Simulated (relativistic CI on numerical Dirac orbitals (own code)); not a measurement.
# Slater and spin-orbit integrals, Er8+

Method of calculation: Dirac-Coulomb-Breit CI, orbitals from a KLI potential per configuration, model QED, unscaled Slater integrals (own radial code, finite nucleus).

Slater integrals F^k, G^k are unscaled and averaged over j, outside the closed core [Ar] 3d10 4p6 4d10; ζ comes from projecting the Hamiltonian with its Breit term on Σ l·s of the shell.

- 4s2 4f10 5s2 5p2: F^2(4f,4f) = 141910, F^4(4f,4f) = 89658, F^6(4f,4f) = 64679, ζ(4f) = 2499.1, F^2(5p,5p) = 84203, F^2(4f,5p) = 64421, G^2(4f,5p) = 29411, G^4(4f,5p) = 23961, ζ(5p) = 40882 cm⁻¹; <r>(4f) = 0.6888, <r^2>(4f) = 0.5819, <r>(5p) = 1.276, <r^2>(5p) = 1.821 (bohr units).
- 4s2 4f12 5s 5p: F^2(4f,4f) = 134260, F^4(4f,4f) = 84470, F^6(4f,4f) = 60831, ζ(4f) = 2246.3, G^3(4f,5s) = 35824, F^2(4f,5p) = 64380, G^2(4f,5p) = 31296, G^4(4f,5p) = 25078, G^1(5s,5p) = 108340, ζ(5p) = 37983 cm⁻¹; <r>(4f) = 0.721, <r^2>(4f) = 0.6434, <r>(5s) = 1.163, <r^2>(5s) = 1.509, <r>(5p) = 1.296, <r^2>(5p) = 1.879 (bohr units).
- 4s2 4f11 5s2 5d: F^2(4f,4f) = 138470, F^4(4f,4f) = 87327, F^6(4f,4f) = 62951, ζ(4f) = 2347.5, F^2(4f,5d) = 45515, F^4(4f,5d) = 23296, G^1(4f,5d) = 18934, G^3(4f,5d) = 17067, G^5(4f,5d) = 13488, ζ(5d) = 3333.5 cm⁻¹; <r>(4f) = 0.703, <r^2>(4f) = 0.6087, <r>(5d) = 1.572, <r^2>(5d) = 2.774 (bohr units).

In this model ζ of a weakly bound d, f or g electron outside closed shells comes out too small, for d by up to a factor of two or three and at times with the wrong sign; that of an outer p electron is too small as well.

Averages of the first 6 configurations, taken without configuration mixing, which lowers the lowest level and can move excited configurations by several eV; other configurations of the list can lie among them:

```csv
Configuration,Parity,States,Average energy above the lowest level (eV)
4s2 4f10 5s2 5p2,even,15015,19.0
4s2 4f12 5s 5p,odd,1092,72.0
4s2 4f11 5s2 5d,odd,3640,71.5
4s2 4f11 5s2 6s,odd,728,87.6
4s2 4f11 5s2 5g,odd,6552,126.4
4s 4f12 5s2 5p,odd,1092,483.1
```
